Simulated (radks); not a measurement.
Problem. The mean radii <r> (bohr) of the occupied orbitals of an atom or ion are listed with their occupations. Method: scalar-relativistic Kohn-Sham, exchange-only LDA, spin-polarised, spherical densities, point nucleus; computed with a radial shooting solver on a logarithmic mesh with Libxc functionals.

orbital  occ.      <r>
1s down     1  0.01605
1s up       1  0.01605
2s up       1  0.06764
2s down     1  0.06764
2p up       3  0.06147
2p down     3  0.06147
3s up       1   0.1739
3s down     1   0.1739
3p up       3   0.1756
3p down     3   0.1755
3d up       5   0.1589
3d down     5   0.1589
4s up       1   0.3629
4s down     1   0.3630
4p up       3   0.3794
4p down     3   0.3795
4d up       5   0.3827
4d down     5   0.3829
4f up       1   0.3606

Name the element and its charge. Open shells, if any, are filled with parallel spins first.

Solution. Z = 82, lead, charge +35: Pb35+ in [Kr] 4d10 4f1. The 1s radius gives Z: for a bare nucleus <r> = (2 gamma + 1)/(2Z) with gamma = sqrt(1 - (Z/c)^2), 0.01587 bohr for Z = 82, and screening makes it slightly larger (0.01605 here). The occupations add up to 47, and the charge is Z minus that.
